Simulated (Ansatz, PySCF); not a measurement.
System: SnF$_{3}$, net charge 0, doublet state. It need not be the lowest isomer of its formula. SMILES: [F][Sn]([F])[F]
Geometry from a B3LYP-D3(BJ)/def2-TZVP (Ansatz, a program for electronic structure) optimisation:
```xyz
4

Sn    -0.1353    -0.2000    -0.1024
F     -1.1552     1.4321    -0.0264
F      0.4520    -0.5390     1.7003
F      1.4550     0.2183    -1.1051
```
Charge 0, spin multiplicity 2.

Wanted: atomisation energy (electronic, to ground-state atoms), in eV. Cores are frozen in the correlated levels unless marked. UHF or UKS for open shells. No spin-orbit coupling. The frozen core is the preceding noble-gas configuration, with the filled d and f shells of earlier blocks. In def2 rows, elements after Kr have scalar-relativistic effective core potentials. The coupled-cluster limit lacks core correlation, which all-electron functionals hold. Basis-set limits of correlation are two-point, X^-3; Hartree-Fock from the larger set. The bracket is a focal-point correction in the basis named.

```
level                                                              program  atomisation energy (eV)
----------------------------------------------------------  --------------  -----------------------
HF/def2-QZVPPD                                                      Ansatz                     8.32
HF-D3(BJ)/def2-TZVPD                                         PySCF + dftd3                     8.68
BLYP/def2-TZVPD                                                     Ansatz                    13.39
BHLYP-D3(BJ)/def2-TZVPD                                     Ansatz + dftd3                    11.86
BHLYP-D4/def2-TZVPD                                         Ansatz + dftd4                    11.87
HSE06-D3(BJ)/def2-TZVPD                                     Ansatz + dftd3                    12.81
wB97X/def2-TZVPD                                                    Ansatz                    13.28
B2GP-PLYP-D4/def2-TZVPD                                     Ansatz + dftd4                    13.12
B2PLYP-D4/def2-TZVPD                                        Ansatz + dftd4                    13.18
RI-MP2/def2-QZVPP                                                   Ansatz                    14.41
RI-MP2/CBS(def2-TZVPPD,def2-QZVPPD)                                 Ansatz                    14.59
SCS-MP2/def2-TZVPP                                                  Ansatz                    13.32
CCSD/def2-SVP                                                       Ansatz                    11.38
RI-MP2/CBS(def2-TZVPP,def2-QZVPP)+[CCSD(T)-MP2]/def2-SVP            Ansatz                    13.59
RI-MP2/CBS(def2-TZVPP,def2-QZVPP)+[CCSD(T)-MP2]/def2-TZVPP          Ansatz                    13.50
```
